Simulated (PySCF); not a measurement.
CdHBr, SMILES [Br][CdH]. Atoms are numbered in the order given.

```xyz
3

Cd     0.0000     0.0000    -0.9978
H      0.0000     0.0000    -2.6564
Br     0.0000     0.0000     1.4443
```
Charge 0, spin multiplicity 1.

Geometry: B3LYP-D3(BJ)/def2-TZVP. The def2 effective core potentials stand for the cores of Cd; spin–orbit coupling is left out.

The numbers are results of TDA-LC-ωPBE/def2-TZVPD (PySCF 2.14.0), not measurements.

Vertical excitations; the highest root listed may be one member of a degenerate set. Isolated molecule, no solvent. State labels are in the subgroup C2v.

Computed lowest excited states:
```csv
state,symmetry,energy (eV),λ (nm),f,main pairs
S1,B2,6.42,193,0.032,HOMO→LUMO+2 (degenerate set)
S2,B1,6.42,193,0.032,HOMO−1→LUMO+2 (degenerate set)
S3,A1,7.02,177,0.000,"HOMO−1→LUMO, HOMO→LUMO+1 (degenerate set)"
S4,A2,7.02,177,0.000,"HOMO→LUMO, HOMO−1→LUMO+1 (degenerate set)"
S5,A2,7.02,177,0.000,"HOMO−1→LUMO+1 48 %, HOMO→LUMO 48 %"
S6,A1,7.22,172,0.011,"HOMO→LUMO+1 32 %, HOMO−1→LUMO 32 %, HOMO−2→LUMO+2 26 %"
S7,B1,7.34,169,0.066,HOMO−2→LUMO (degenerate set)
S8,B2,7.34,169,0.066,HOMO−2→LUMO+1 (degenerate set)
S9,A1,8.47,146,1.609,HOMO−2→LUMO+2 61 %
S10,B1,8.75,142,0.114,"HOMO−3→LUMO 66 %, HOMO−1→LUMO+3 19 %"
T1,B2,5.99,207,0,HOMO→LUMO+2 (degenerate set)
T2,B1,5.99,207,0,HOMO−1→LUMO+2 (degenerate set)
T3,A1,6.02,206,0,HOMO−2→LUMO+2 80 %
T4,A1,6.57,189,0,"HOMO−1→LUMO 40 %, HOMO→LUMO+1 40 %, HOMO−3→LUMO+2 12 %"
```
Triplets are in the Tamm–Dancoff approximation.
